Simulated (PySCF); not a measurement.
# Trend along the alkali metals: MS cations

PBE with double-zeta basis sets in PySCF, for the lowest determinant that a PBE0 search found; no spin–orbit coupling. De refers to high-spin ground-configuration atoms (the charge goes to the atom of lower measured ionisation energy or higher electron affinity, which is not always the lowest computed limit). A positive dipole points towards S; it is taken about the centre of mass and depends on that origin.

| M | basis | charged atom | state (unpaired electrons) | Re (Å) | ωe (cm⁻¹) | De (eV) | μ (D) |
| --- | --- | --- | --- | --- | --- | --- | --- |
| Li | def2-SVP | Li+ | triplet (π ↑↑) | 2.515 | 317 | 0.93 | -7.99 |
| K | def2-SVP | K+ | triplet (π ↑↑) | 3.398 | 109 | 0.44 | -6.01 |
| Rb | def2-SVPD | Rb+ | triplet (π ↑↑) | 3.562 | 89.4 | 0.30 | -3.23 |
| Cs | def2-SVP | Cs+ | triplet (π ↑↑) | 3.738 | 83.9 | 0.35 | -2.13 |

(1) The row for M = Na is missing. Estimate Re, ωe and De as the mean of the rows for Li and K, and compare with the calculation.

The rows differ in basis set, which adds steps of its own.

Weak bonds: CsS⁺, KS⁺, RbS⁺. Basis-set superposition, not corrected here, can be much of De in a small basis, most of all at correlated wavefunction levels. Spin–orbit coupling is left out, which matters for elements this heavy, above all for dissociation energies. For an ion De counts to the pair picked by the measured ionisation energies or electron affinities, which need not be the lowest pair at this level. States were picked by a PBE0 search and need not be the measured ground states.

Answers

(1) The means are 2.957 Å, 213 cm⁻¹ and 0.69 eV. PBE in def2-SVP gives NaS⁺ as a triplet (π ↑↑) with Re = 2.902 Å, ωe = 168 cm⁻¹, De = 0.66 eV, so the estimate is off by +5.5 pm, +27 % and +0.02 eV.
